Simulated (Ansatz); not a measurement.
Consider the substitution at a C–B bond: `O=CC(F)BF` + H₂Te → `O=CC(F)[TeH]` + `BF`.

Gas-phase electronic energies from Ansatz, PBE0-D4/def2-TZVP geometries. CCSD(T)/CBS is the MP2 limit (def2-TZVPP, def2-QZVPP) plus CCSD(T) − MP2 in def2-TZVPP, frozen cores. This one scheme is used for every species. DFT in def2-TZVPP. def2 core potentials past Kr. For Te outer-core shells are correlated without core-valence functions, which leaves a few kJ/mol of doubt a bond. One conformer a species, not always the lowest.

```csv
level,ΔE (kcal/mol),difference from CCSD(T)/CBS
PBE0-D4,9.3,1.9
ωB97M-V,10.4,3.0
B2PLYP,8.8,1.4
r2SCAN,9.1,1.7
HF/def2-TZVPP,13.1,5.7
MP2/def2-TZVPP,6.5,-0.9
SCS-MP2/def2-TZVPP,7.2,-0.2
CCSD/def2-TZVPP,10.0,2.6
MP2/def2-QZVPP,5.6,-1.8
CCSD/CBS(def2),8.6,1.2
CCSD(T)/CBS,7.4,0
```

Largest T1 diagnostic among the species: 0.015.

The D4 term adds −1.4 kcal/mol with B3LYP and −0.7 kcal/mol with PBE0; it sums over pairs of atoms, weighted by their polarisabilities, and B3LYP, whose exchange is more repulsive, gets the larger term. In def2-TZVPP, CCSD(T) changes the Hartree–Fock value by −4.3 kcal/mol (the triples alone add −1.2 kcal/mol) and MP2 by −6.6 kcal/mol. From PBE to PBE0 (25 % exact exchange), in def2-TZVPP and without D4, ΔE moves by +1.5 kcal/mol.

B3LYP here is the variant with VWN-RPA as its local correlation; programs differ in this.
